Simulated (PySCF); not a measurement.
## Telling isomers of C$_{8}$H$_{9}$P apart by NMR

Computational details: geometry from GFN2-xTB, NMR shieldings at PBE0/pcSseg-1/GIAO, in PySCF (equivalent nuclei averaged, isolated molecule, a single conformation, relativity neglected).

References, each an isolated molecule treated in the same way: TMS for ¹H, ¹³C. Splittings of carbon signals by F and P are missing where no couplings were computed. Where no couplings were computed, multiplicities follow the n + 1 count of equivalent neighbours, and m marks all less simple cases (inequivalent or close neighbours, rings, F or P nearby). Shifts are as computed. Against solution values, carbons near 30 ppm lie about +3 ppm off and those near 130 ppm about +5 ppm. Of 1211 compounds with measured shifts, 218 miss one by over three times the rms of a fit or turn the order of signals round; such compounds aren't used in these exercises.

(1) Tabulate the signals of `c1ccc(C2CC2)pc1`, `C/C=P\c1ccccc1`, `c1ccc2c(c1)CPC2` and their relative energies.

(2) What is the quickest way to tell C/C=P\c1ccccc1 from c1ccc2c(c1)CPC2?

(3) What is the quickest way to tell c1ccc(C2CC2)pc1 from C/C=P\c1ccccc1?

(4) What is the quickest way to tell c1ccc(C2CC2)pc1 from c1ccc2c(c1)CPC2?

Results:

(1) 
```json
{"SMILES": "c1ccc(C2CC2)pc1", "carbon types": "1×C 5×CH 2×CH2", "δC": "192.4, 165.1, 137.3, 135.5, 133.6, 25.8, 23.5", "δH": "9.13 (m, 1H), 8.00 (m, 1H), 7.91 (m, 1H), 7.64 (m, 1H), 1.96 (m, 1H), 1.44 (m, 2H), 1.03 (m, 2H)", "E rel. (kcal/mol)": "30.2"}
{"SMILES": "C/C=P\\c1ccccc1", "carbon types": "1×C 6×CH 1×CH3", "δC": "201.1, 149.3, 138.1, 133.8, 133.8, 24.9", "δH": "8.94 (m, 1H), 7.70 (m, 2H), 7.67 (m, 2H), 7.63 (m, 1H), 2.11 (m, 3H)", "E rel. (kcal/mol)": "24.3"}
{"SMILES": "c1ccc2c(c1)CPC2", "carbon types": "2×C 4×CH 2×CH2", "δC": "149.6, 131.4, 131.0, 33.3", "δH": "7.61 (m, 2H), 7.41 (m, 2H), 3.45 (m, 1H), 3.14 (m, 4H)", "E rel. (kcal/mol)": "0.0"}
```

Energies are electronic energies at PBE0/pcSseg-1 on these geometries, without zero-point or thermal terms, each for the one conformer computed, which needn't be the lowest.

(2) Count the carbon signals: 6 against 4. The first has a carbon double-bonded to a heavier main-group atom (CH) at 201.1 ppm, the second an sp3 CH2 bonded to P, on an aromatic ring at 33.3 ppm. Their most deshielded carbons lie at 201.1 and 149.6 ppm. In the proton spectra the most deshielded non-exchanging signals are 8.94 (m, 1H) and 7.61 (m, 2H).

(3) Count the carbon signals: 7 against 6. The first has a three-membered-ring carbon (CH) at 25.8 ppm, the second a methyl carbon (CH3) at 24.9 ppm. Their most deshielded carbons lie at 192.4 and 201.1 ppm.

(4) Count the carbon signals: 7 against 4. The first has a three-membered-ring carbon (CH) at 25.8 ppm, the second a substituted aromatic carbon (C) at 149.6 ppm. Their most deshielded carbons lie at 192.4 and 149.6 ppm. In the proton spectra the most deshielded non-exchanging signals are 9.13 (m, 1H) and 7.61 (m, 2H).
